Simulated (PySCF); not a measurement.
Molfile (atoms numbered from 1):
```
C3H8BP
     RDKit          3D

 13 12  0  0  0  0  0  0  0  0999 V2000
    1.9925   -0.3639    0.9438 C   0  0  0  0  0  0  0  0  0  0  0  0
    1.2751   -0.2506   -0.1757 C   0  0  0  0  0  0  0  0  0  0  0  0
    0.2688    0.8117   -0.4711 C   0  0  0  0  0  0  0  0  0  0  0  0
   -1.2442    0.3883   -0.5361 B   0  0  0  0  0  0  0  0  0  0  0  0
   -1.8261   -1.3946   -0.4175 P   0  0  0  0  0  0  0  0  0  0  0  0
    2.6916   -1.1911    1.0923 H   0  0  0  0  0  0  0  0  0  0  0  0
    1.9092    0.3692    1.7533 H   0  0  0  0  0  0  0  0  0  0  0  0
    1.4006   -1.0163   -0.9535 H   0  0  0  0  0  0  0  0  0  0  0  0
    0.3309    1.6403    0.2604 H   0  0  0  0  0  0  0  0  0  0  0  0
    0.4831    1.2964   -1.4456 H   0  0  0  0  0  0  0  0  0  0  0  0
   -2.0716    1.2258   -0.8207 H   0  0  0  0  0  0  0  0  0  0  0  0
   -1.0309   -1.9140    0.6390 H   0  0  0  0  0  0  0  0  0  0  0  0
   -3.0717   -1.2707    0.2519 H   0  0  0  0  0  0  0  0  0  0  0  0
  1  2  2  0
  2  3  1  0
  3  4  1  0
  4  5  1  0
  1  6  1  0
  1  7  1  0
  2  8  1  0
  3  9  1  0
  3 10  1  0
  4 11  1  0
  5 12  1  0
  5 13  1  0
M  END
```

Geometry: PBE0-D3(BJ)/def2-SVP; GIAO shifts from PySCF 2.14, gas phase, non-relativistic, averaged over equivalent atoms.

At PBE0/cc-pVTZ (266 basis functions, 27 s wall time on 1 thread of an Arm Neoverse V2, shared host):
```
  atoms  δ (ppm)
     C2    144.7
     C1    119.4
     C3     41.7
     B4     90.5
     P5   -177.9
    H11     8.59
     H8     6.31
     H6     5.32
     H7     5.19
H12/H13     3.39
 H9/H10     2.67
```

Shifts are taken against calculated references (same method and geometry level): 13C (187.29 ppm), 1H (31.29 ppm) vs TMS; 11B (102.75 ppm) vs BF3·OEt2; H3PO4 for 31P (319.75 ppm).

**Question.** Estimate the result of repeating the calculation with LDA/pcSseg-2.

**Answer.** 
| atoms | δ at LDA/pcSseg-2 | change |
| --- | --- | --- |
| C2 | 156.2 | +11.5 |
| C1 | 127.6 | +8.2 |
| C3 | 50.3 | +8.6 |
| B4 | 99.6 | +9.1 |
| P5 | -186.0 | -8.1 |
| H11 | 8.91 | +0.32 |
| H8 | 6.53 | +0.22 |
| H6 | 5.44 | +0.12 |
| H7 | 5.29 | +0.10 |
| H12/H13 | 3.78 | +0.39 |
| H9/H10 | 2.97 | +0.30 |

Referencing at the same level of theory: TMS for 13C (180.28 ppm) and 1H (30.77 ppm); BF3·OEt2 for 11B (90.97 ppm); 31P (259.12 ppm) vs H3PO4.

The largest change is at C2 (alkene CH). Cost: 299 basis functions, 38 s wall time on 1 thread of an Arm Neoverse V2, shared host. The order of the carbon signals is the same at both levels.

A carbon bonded to boron is broadened by the quadrupolar boron nucleus and is often missing from a measured spectrum. Experimental scales use liquid or dissolved standards, which lie at an offset from isolated H3PO4.
